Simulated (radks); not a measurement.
Spin polarisation of the 5s1 shell in the tin ion Sn3+. Start: [Kr] 4d10 5s(up 0.5, down 0.5); electrons of 5s are moved from spin down to spin up, other shells keep equal spins. Calculated with a radial shooting solver on a logarithmic mesh with Libxc functionals: scalar-relativistic Kohn-Sham, r2SCAN, spin-polarised, spherical densities, finite nucleus; meta-GGA in the generalised Kohn-Sham scheme; Fermi nuclear charge, rms radius of each element as measured or else 0.836 A^(1/3) + 0.57 fm.

| moment (Bohr magnetons) | E - E(0) (eV) | e(5s up) (eV) | e(5s down) (eV) | 4d down minus up (eV) | 4p down minus up (eV) |
|---|---|---|---|---|---|
| 0 | 0.000 | -35.595 | -35.595 | 0.000 | 0.000 |
| 0.25 | -0.037 | -35.861 | -35.274 | 0.085 | 0.032 |
| 0.5 | -0.146 | -36.124 | -34.962 | 0.171 | 0.063 |
| 0.75 | -0.328 | -36.402 | -34.645 | 0.259 | 0.095 |
| 1 | -0.587 | -36.675 | -34.279 | 0.348 | 0.125 |

At moment 1 the spin-polarisation energy is -0.587 eV and the 5s exchange splitting 2.396 eV, that is 2.396 eV per Bohr magneton; E = -I m^2/4 would give I = 2.349 eV.
